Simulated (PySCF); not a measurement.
BrPb (SMILES [Br][Pb]), doublet, at a GFN2-xTB geometry (such geometries of metal compounds can be far from the true shape) (the spin is typed, not shown lowest) (core potentials on Pb); DF-PBE/def2-TZVP (PySCF).

The PySCF input:
```python
from pyscf import gto, scf, dft

mol = gto.Mole()
mol.atom = '''
    Pb   -0.00000000   -0.00000000   -0.78589737
    Br    0.00000000    0.00000000    1.84124527
'''
mol.basis = 'def2-tzvp'
mol.ecp = {'Pb': 'def2-tzvp'}
mol.spin = 1
mol.verbose = 4
mol.build()

mf = dft.UKS(mol)
mf.xc = 'pbe'
mf = mf.density_fit(auxbasis='def2-universal-jkfit')
mf.kernel()
```

Question: Predict the main parts of the log of this PySCF run.

Answer: 
```
PySCF version 2.14.0

[INPUT] verbose = 4
[INPUT] num. atoms = 2
[INPUT] num. electrons = 57
[INPUT] charge = 0
[INPUT] spin (= nelec alpha-beta = 2S) = 1
[INPUT] symmetry False subgroup None
[INPUT] Mole.unit = angstrom
[INPUT] Symbol           X                Y                Z      unit          X                Y                Z       unit  Magmom
[INPUT]  1 Pb     0.000000000000   0.000000000000  -0.785897370000 AA    0.000000000000   0.000000000000  -1.485130791316 Bohr   0.0
[INPUT]  2 Br     0.000000000000   0.000000000000   1.841245270000 AA    0.000000000000   0.000000000000   3.479449288451 Bohr   0.0

nuclear repulsion = 155.098716835718
number of shells = 32
number of NR pGTOs = 194
number of NR cGTOs = 98
basis = def2-tzvp
ecp = {'Pb': 'def2-tzvp'}

******** <class 'pyscf.df.df_jk.DFUKS'> ********
method = DFUKS
initial guess = minao
damping factor = 0
level_shift factor = 0
DIIS = <class 'pyscf.scf.diis.CDIIS'>
diis_start_cycle = 1
diis_space = 8
diis_damp = 0
SCF conv_tol = 1e-09
SCF conv_tol_grad = None
SCF max_cycles = 50
direct_scf = False
number electrons alpha = 29  beta = 28
XC library pyscf.dft.libxc version 7.1.2
    S. Lehtola, C. Steigemann, M. J. T. Oliveira, and M. A. L. Marques,  SoftwareX 7, 1–5 (2018)
XC functionals = pbe
    J. P. Perdew, K. Burke, and M. Ernzerhof,  Phys. Rev. Lett. 77, 3865 (1996)
    J. P. Perdew, K. Burke, and M. Ernzerhof,  Phys. Rev. Lett. 78, 1396 (1997)
    J. P. Perdew, K. Burke, and M. Ernzerhof,  Phys. Rev. Lett. 77, 3865 (1996)
    J. P. Perdew, K. Burke, and M. Ernzerhof,  Phys. Rev. Lett. 78, 1396 (1997)
radial grids:
    Treutler-Ahlrichs [JCP 102, 346 (1995); DOI:10.1063/1.469408] (M4) radial grids

becke partition: Becke, JCP 88, 2547 (1988); DOI:10.1063/1.454033
pruning grids: <function nwchem_prune>
grids dens level: 3
symmetrized grids: False
atomic radii adjust function: <function treutler_atomic_radii_adjust>
small_rho_cutoff = 0
Set gradient conv threshold to 3.16228e-05
tot grids = 43656
init E= -2733.87653124391

cycle= 1 E= -2762.97099704774  delta_E= -29.1  |g|= 2.34  |ddm|= 7.48
cycle= 2 E= -2699.40316454915  delta_E= 63.6  |g|= 6.85  |ddm|=   11
cycle= 3 E= -2766.35234310927  delta_E= -66.9  |g|= 0.78  |ddm|= 9.52
cycle= 4 E= -2766.61988694742  delta_E= -0.268  |g|= 0.526  |ddm|= 1.08
cycle= 5 E= -2766.70950452291  delta_E= -0.0896  |g|= 0.129  |ddm|= 0.762
cycle= 6 E= -2766.71593413714  delta_E= -0.00643  |g|= 0.0804  |ddm|= 0.24
cycle= 7 E= -2766.71847939462  delta_E= -0.00255  |g|= 0.01  |ddm|= 0.0802
cycle= 8 E= -2766.71852524383  delta_E= -4.58e-05  |g|= 0.0015  |ddm|= 0.016
cycle= 9 E= -2766.71852641408  delta_E= -1.17e-06  |g|= 0.000594  |ddm|= 0.00228
cycle= 10 E= -2766.71852660715  delta_E= -1.93e-07  |g|= 0.000228  |ddm|= 0.000934
cycle= 11 E= -2766.71852665289  delta_E= -4.57e-08  |g|= 6.35e-05  |ddm|= 0.0004
cycle= 12 E= -2766.71852665652  delta_E= -3.63e-09  |g|= 7.82e-06  |ddm|= 0.000106
cycle= 13 E= -2766.71852665658  delta_E= -6.09e-11  |g|= 9.42e-07  |ddm|= 1.45e-05
Extra cycle  E= -2766.71852665658  delta_E= -5.91e-12  |g|= 1.45e-06  |ddm|= 3.5e-06
converged SCF energy = -2766.71852665658  <S^2> = 0.75206052  2S+1 = 2.0020595
```
